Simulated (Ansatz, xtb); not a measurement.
# Isomers of C3H6BN in order of energy

3 gas-phase structures of C3H6BN, from a drawn sample of its isomers (lower ones may exist). Each was relaxed with GFN2-xTB:

A. `BC#CCN`, a singlet
B. a singlet given by its coordinates
C. `BCC#CN`, a singlet

B (Å):

```yaml
atoms:
  - { symbol: C, position_ang: [-1.0753, 0.7135, 0.2686] }
  - { symbol: C, position_ang: [-2.3673, 0.1871, -0.0198] }
  - { symbol: C, position_ang: [-3.4372, -0.2947, -0.2702] }
  - { symbol: B, position_ang: [0.2416, -0.1594, 0.2938] }
  - { symbol: N, position_ang: [-0.1638, 0.7694, -0.9050] }
  - { symbol: H, position_ang: [0.1631, -1.3063, 0.0457] }
  - { symbol: H, position_ang: [1.1519, 0.2452, 0.9216] }
  - { symbol: H, position_ang: [-1.1267, 1.6620, 0.7971] }
  - { symbol: H, position_ang: [-0.5438, 0.3635, -1.7510] }
  - { symbol: H, position_ang: [0.2896, 1.6567, -1.0791] }
  - { symbol: H, position_ang: [-4.3797, -0.7117, -0.4638] }
```

Close contacts (Å): C1–C2 1.42, C1–B4 1.58, C1–N5 1.49, C2–C3 1.20, B4–N5 1.57, C1–H8 1.09, C3–H11 1.05, B4–H6 1.18, B4–H7 1.18, N5–H9 1.01, N5–H10 1.01.

Make a reasoned guess at their ranking by r2SCAN-D4/def2-SVP single-point energy.

Calculated order at r2SCAN-D4/def2-SVP: B (0.0), A (0.4), C (10.5) kcal/mol. Less than 1 kcal/mol parts B and A, so the order within that pair means little.

Energies above the lowest of each column, in kcal/mol; the last columns are at PBE0-D3(BJ)/def2-SVP geometries:

| structure | GFN2-xTB | HF/STO-3G | r2SCAN-D4/def2-SVP | PBE0-D3(BJ)/def2-SVP | CCSD(T)/def2-SVP + ΔMP2/def2-TZVPP |
| --- | --- | --- | --- | --- | --- |
| B | 0.0 | 0.0 | 0.0 | 0.0 | 0.3 |
| A | 1.9 | 1.5 | 0.4 | 2.1 | 0.0 |
| C | 5.6 | 12.6 | 10.5 | 10.1 | 12.0 |

CCSD(T)/def2-SVP + ΔMP2/def2-TZVPP has A and B within 1 kcal/mol of each other at the bottom, and every level picks one of them. CCSD(T)/def2-SVP + ΔMP2/def2-TZVPP orders those it was run on as A (0.0), B (0.3), C (12.0) kcal/mol. Less than 1 kcal/mol parts A and B, so the order within that pair means little. Flexible structures stand in one conformer each, not always the lowest. ΔMP2 is the change of the MP2 energy from the smaller to the larger basis.

Programs: Ansatz 0.2.0, xtb 6.7.1.
